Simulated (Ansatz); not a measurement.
A nudged elastic band was laid between two geometries of AlF2H3OS (8 atoms, charge 0, multiplicity 1).

All numbers below come from RHF/6-31G* in Ansatz 0.2.0.

```
movable images  : 7
climbing image  : yes
spring          : 5.0 eV/Å²
optimiser       : quadratic models (default)
start path      : through a guess of the saddle point
force threshold : 0.03 eV/Å
iteration limit : 60
end points      : relaxed
```

Image 0:

```xyz
8
Properties=species:S:1:pos:R:3
Al -0.022 0.052 0.415
O -0.527 -0.798 1.793
H -1.335 -1.283 1.849
F 1.581 0.070 0.057
F -1.049 0.236 -0.855
S -0.138 2.376 1.408
H 0.736 3.037 0.663
H 0.686 2.183 2.429
```

Image 8:

```xyz
8
Properties=species:S:1:pos:R:3
Al 0.070 0.639 0.240
O -0.239 -0.181 2.009
H -0.917 -0.852 2.008
F 1.561 0.100 -0.183
F -1.223 -0.119 -0.447
S -0.116 2.795 0.713
H 1.184 3.069 0.689
H -0.388 0.421 2.733
```

Q: Which bonds break or form, and what moves?

A: Bonds broken: S6–H8. Bonds formed: O2–H8.

Q: What energy profile does the band end with?

A: The run converged. The highest image is number 5 of 0 to 8, 0.91 eV above the first end and 1.32 eV above the last; the last end lies 0.41 eV below the first. A vibrational analysis at the climbing image gives one clearly imaginary mode, 1663i cm⁻¹: a first-order saddle point. The orbitals stay closed-shell, which can raise the energy where a bond breaks towards radicals; this wasn't checked here.

```csv
image,path coordinate (Å),energy (eV),S6–H8 (Å),O2–H8 (Å)
0,0.00,0.00,1.33,3.28
1,0.57,0.01,1.33,2.99
2,1.14,0.02,1.33,2.87
3,1.71,0.05,1.33,2.59
4,2.29,0.27,1.34,2.00
5,2.86,0.91,1.58,1.32
6,3.42,-0.11,2.25,0.97
7,3.98,-0.37,2.82,0.96
8,4.55,-0.41,3.13,0.95
```

Q: What is the geometry of the highest image?

A: 
```xyz
8
Properties=species:S:1:pos:R:3
Al 0.118 0.300 0.190
O -0.298 -0.097 1.897
H -0.980 -0.689 2.192
F 1.676 0.035 -0.231
F -1.074 -0.102 -0.856
S -0.178 2.491 1.106
H 1.080 2.722 1.466
H -0.412 1.212 1.997
```

Q: What are the harmonic wavenumbers there?

A: 1663i, 126, 203, 208, 270, 355, 387, 446, 515, 630, 688, 820, 869, 998, 1356, 1559, 2906, 4111 cm⁻¹.

The run took 6.2 min on 1 thread of Arm Neoverse V1, with other jobs on the host, peak memory 0.17 GiB.
